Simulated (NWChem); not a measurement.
Species: ZnCl2; SMILES [Cl][Zn][Cl]

```xyz
3

Zn     0.0000     0.0000    -0.1145
Cl     2.0970     0.0000    -0.1146
Cl    -2.0970     0.0000    -0.1146
```
Atoms are numbered in this order, from 1.

Geometry: optimised at PBE0/def2-SVP.

Q: List the 4 lowest vertical singlet excitations from Hartree-Fock/def2-SVPD, CIS (NWChem).

A: 
| state | energy (eV) | oscillator strength | leading excitation (squared amplitude) |
|---|---|---|---|
| S1 | 7.45 | 0.000 | HOMO → LUMO (0.84) |
| S2 | 7.45 | 0.000 | HOMO−1 → LUMO (0.84) |
| S3 | 7.95 | 0.131 | HOMO−2 → LUMO (0.84) |
| S4 | 7.95 | 0.131 | HOMO−3 → LUMO (0.84) |
